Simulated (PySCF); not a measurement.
Cartesian coordinates (Å):
```xyz
9

Zr     0.1158    -0.1056     0.0762
S     -2.2458     0.3392    -0.3639
H     -2.5457    -0.8464     0.2398
S      0.3189    -0.9386     2.3643
H      1.3139    -1.7998     2.0177
S      1.0233    -1.7439    -1.5026
H     -0.1891    -2.3243    -1.7149
S      1.4342     1.9261    -0.1732
H      1.2099     1.8570    -1.5172
```
Charge 0, spin multiplicity 1.

Q: Give the total energy, dipole moment, HOMO–LUMO gap, charge on the central atom (Mulliken), LUMO and HOMO at the level PBE-D3(BJ)/def2-TZVP // TPSS-D3(BJ)/def2-SVP (PySCF).

A: 
total energy: -44676.24 eV
dipole moment: 1.37 D
HOMO–LUMO gap: 3.46 eV
charge on the central atom (Mulliken): 0.90 e
LUMO: -3.24 eV
HOMO: -6.71 eV
